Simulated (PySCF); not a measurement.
H2AlCl3O2Si, SMILES [OH][Al]([OH])[Si](Cl)(Cl)Cl (B3LYP/def2-SVP optimised geometry):

```
9

Si    -0.656     2.244     0.000
Cl    -2.731     2.151     0.053
Cl    -0.124     3.310    -1.710
Cl    -0.040     3.356     1.651
Al     0.384     0.051     0.000
O      2.078     0.051     0.000
O     -0.637    -1.301    -0.003
H      2.731    -0.653    -0.007
H     -0.457    -2.244    -0.006
```

Computed with B3LYP/def2-TZVP (PySCF 2.14.0).

Question: What are the frontier orbital energies and the dipole moment?

Answer: HOMO-2 -9.00 eV, HOMO-1 -8.70 eV, HOMO -8.09 eV, LUMO -1.53 eV, LUMO+1 -1.27 eV; dipole moment 4.40 D.

On the same geometry PBE/def2-TZVP run with PySCF gives HOMO-2 -7.75 eV, HOMO-1 -7.60 eV, HOMO -7.11 eV, LUMO -2.13 eV, LUMO+1 -1.83 eV; dipole moment 4.19 D.

Meta-Löwdin charges at B3LYP/def2-TZVP: Si1 0.69, Cl2 -0.27, Cl3 -0.28, Cl4 -0.28, Al5 0.98, O6 -0.77, O7 -0.77, H8 0.35, H9 0.35.
